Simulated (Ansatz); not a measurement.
Relative stability

The two ends of one reaction step of GaSiNH6, closed shell (PBE0-D4/def2-TZVP).

A:

```
9
angstrom
Ga -0.7105 -0.1311 -0.6287
Si 1.0540 1.2860 0.1782
N -0.9502 -1.7166 0.2248
H -0.3938 -2.0263 1.0035
H -1.6932 0.1474 -1.8171
H 2.0580 1.5506 -0.8908
H 0.5201 2.6051 0.6203
H 1.7705 0.6755 1.3332
H -1.6548 -2.3907 -0.0234
```

B:

Ga1  (-0.628, -0.345, -1.666)
Si2  (0.638, 0.417, 1.177)
N3  (-0.462, -0.433, 0.159)
H4  (0.345, 0.621, -2.408)
H5  (-1.731, -1.248, -2.303)
H6  (1.476, 1.278, 0.303)
H7  (-0.062, 1.276, 2.175)
H8  (1.526, -0.502, 1.945)
H9  (-1.102, -1.064, 0.619)
(Å)

Program: Ansatz 0.2.0. Basis: def2-TZVPP. Cores are frozen in the correlated methods. Filled d shells of the heavier atoms are correlated. The def2 sets are not built for correlating such inner shells, so the correlated values are less sure here. B3LYP uses VWN-RPA correlation.

Problem. Which structure is lower at CCSD(T), and by how much? (Judge from chemistry; the value comes from the calculation.)

Solution. By the calculation: B, by 0.368 eV (electronic energy, against the other). By their contacts, A is GaSiNH₆ ([NH2][GaH][SiH3]) and B is GaSiNH₆ ([SiH3][NH][GaH2]).

All methods give the same order:

```tsv
method	E(B) − E(A) (eV)
SPW92	-0.204
PBE-D4	-0.171
BLYP-D4	-0.294
r2SCAN-D4	-0.298
B97M-V	-0.376
PBE0-D4	-0.239
B3LYP-D4	-0.335
r2SCAN0-D4	-0.330
BHLYP-D4	-0.417
CAM-B3LYP-D4	-0.387
wB97X-V	-0.353
wB97M-V	-0.376
B2PLYP	-0.368
PBE-QIDH	-0.347
RPA on PBE	-0.378
HF	-0.524
MP2	-0.439
CCSD	-0.384
CCSD(T)	-0.368
```

T1 diagnostic: at most 0.015.

Labels in which every atom is bracketed show which atoms are joined, not bond orders.

For scale, one of the runs: CCSD(T)/def2-TZVPP, 205 basis functions, launched by `ansatz run in.yaml --threads 4 --pin off --events-out ev --progress --plain --max-ram 9574MiB`. The run took 74 s on 4 CPU threads of an Intel Xeon (shared host), with 2.5 GiB of host memory at its peak.
